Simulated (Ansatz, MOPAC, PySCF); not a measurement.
Isomers of C2H4Cl2: 1 is C(CCl)Cl, 2 is CC(Cl)Cl; one conformer of each (the lowest of an xTB search), B3LYP-D3(BJ)/def2-TZVP minima.
Isomer 1 (charge 0, multiplicity 1, Z-matrix in Å and degrees):
```
C
H 1 1.0861
H 1 1.0861 2 109.78
C 1 1.5102 2 111.61 3 -124.29
H 4 1.0861 1 111.61 2 -56.74
H 4 1.0861 5 109.78 1 124.29
Cl 4 1.8044 5 107.26 6 116.23
Cl 1 1.8044 2 107.26 3 116.23
```
Isomer 2 (charge 0, multiplicity 1):
```xyz
8

C     -0.8209    -0.1219    -0.0501
C      0.6583     0.0718     0.1723
Cl     1.1520     1.7518    -0.2299
Cl     1.6111    -1.1067    -0.7929
H     -1.0733     0.0436    -1.0962
H     -1.1018    -1.1384     0.2267
H     -1.3785     0.5839     0.5660
H      0.9531    -0.0841     1.2040
```

| level | electronic energy of isomer 2 less that of isomer 1 (eV) | minus CCSD(T)/CBS(cc-pV(T+d)Z, cc-pV(Q+d)Z) | cost |
|---|---|---|---|
| AM1 | 0.096 | 0.070 | - |
| PM3 | -0.052 | -0.078 | - |
| HF/3-21G | 0.179 | 0.153 | - |
| HF/cc-pV(D+d)Z | 0.122 | 0.096 | - |
| HF/cc-pV(Q+d)Z | 0.131 | 0.105 | - |
| PBE-D3(BJ)/def2-TZVPP | -0.004 | -0.030 | ×1 |
| PBE-D4/def2-TZVPP | -0.009 | -0.035 | ×1 |
| BLYP/def2-TZVPP | 0.031 | 0.005 | ×1 |
| BLYP-D3(BJ)/def2-TZVPP | 0.009 | -0.016 | ×1 |
| BP86/6-31G* | 0.035 | 0.009 | - |
| revPBE/def2-TZVPP | 0.022 | -0.004 | ×1 |
| revPBE-D4/def2-TZVPP | -0.010 | -0.036 | ×1 |
| r2SCAN/def2-TZVPP | -0.001 | -0.027 | ×1 |
| r2SCAN-D4/def2-TZVPP | -0.002 | -0.028 | ×1 |
| B97M-V/def2-TZVPP | 0.000 | -0.026 | ×2 |
| B3LYP/3-21G | 0.083 | 0.058 | - |
| B3LYP/6-31G* | 0.069 | 0.043 | - |
| B3LYP/6-311+G** | 0.054 | 0.028 | - |
| B3LYP/LANL2DZ | 0.094 | 0.068 | - |
| B3LYP-D3(BJ)/def2-TZVPP | 0.028 | 0.002 | ×1 |
| B3LYP-D4/def2-TZVPP | 0.023 | -0.003 | ×1 |
| PBE0/def2-TZVPP | 0.029 | 0.003 | ×1 |
| PBE0-D3(BJ)/def2-TZVPP | 0.022 | -0.004 | ×1 |
| BHLYP-D3(BJ)/def2-TZVPP | 0.055 | 0.029 | ×1 |
| M06-2X/6-31G* | 0.048 | 0.022 | - |
| M06-2X/def2-TZVPP | 0.031 | 0.005 | - |
| CAM-B3LYP/def2-TZVPP | 0.040 | 0.014 | ×2 |
| CAM-B3LYP-D3(BJ)/def2-TZVPP | 0.032 | 0.006 | ×2 |
| CAM-B3LYP-D4/def2-TZVPP | 0.029 | 0.003 | ×2 |
| wB97X-V/def2-TZVPP | 0.025 | 0.000 | ×3 |
| wB97M-V/def2-TZVPP | 0.014 | -0.012 | ×3 |
| B2PLYP/def2-TZVPP | 0.032 | 0.006 | ×2 |
| B2PLYP-D4/def2-TZVPP | 0.023 | -0.003 | ×2 |
| MP2/cc-pV(D+d)Z | -0.012 | -0.038 | - |
| MP2/cc-pV(T+d)Z | 0.000 | -0.026 | - |
| MP2/CBS(cc-pV(T+d)Z, cc-pV(Q+d)Z) | -0.005 | -0.030 | - |
| SCS-MP2/cc-pV(T+d)Z | 0.025 | -0.001 | - |
| CCSD(T)/cc-pV(D+d)Z | 0.013 | -0.013 | ×2 |
| CCSD(T)/cc-pV(T+d)Z | 0.029 | 0.004 | ×20 |
| CCSD(T)/CBS(cc-pV(T+d)Z, cc-pV(Q+d)Z) | 0.026 | 0.000 | ×800* |

 The comparison column counts from a level with limits of its own.

The rows run from -0.052 (PM3) to 0.179 eV (HF/3-21G). The dispersion term adds -0.021 in BLYP-D3(BJ), -0.032 in revPBE-D4, -0.002 in r2SCAN-D4. The 10 functionals in def2-TZVPP without D3 or D4 span 0.041, from r2SCAN to CAM-B3LYP.

No zero-point or thermal terms.

Cores are frozen in the correlated methods. CBS: X⁻³ extrapolation of the correlation energy, Hartree–Fock from the larger set. Rows in 3-21G, 6-311+G**, 6-31G*, LANL2DZ carry no dispersion term and start afresh at each structure (6-31G* with six Cartesian d functions). LANL2DZ brings its own core potentials from Na on. The state that AM1, PM3 reach isn't checked.

Programs: Ansatz (an electronic-structure program); MOPAC for AM1, PM3 (differences of heats of formation); PySCF for 3-21G rows, 6-311+G** rows, 6-31G* rows, LANL2DZ rows, M06-2X, the dispersion terms. 

Costs are rough ratios of core time to PBE/def2-TZVPP (about 7 s over the structures, on one shared machine); a dash marks a level with no comparable run of its own. A star marks coupled-cluster runs past 200 virtual orbitals, where the program's memory plan changes under this machine's limit, so their costs aren't comparable with smaller runs.
